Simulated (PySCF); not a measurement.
**Radial density of Ne (neon, neutral)**

UHF, [Ne], closed-shell 1S. All numbers are calculated (PySCF 2.14, no relativity, point nucleus, in cc-pVTZ (4s3p2d1f, 30 functions)).

```csv
r (bohr),4πr²ρ (e/bohr)
0.00290,0.06181
0.00488,0.1688
0.00821,0.4453
0.0138,1.128
0.0232,2.644
0.0391,5.469
0.0657,9.145
0.111,10.87
0.186,7.864
0.313,5.168
0.526,7.415
0.885,6.780
1.49,2.362
2.50,0.2641
4.21,0.0009264
```
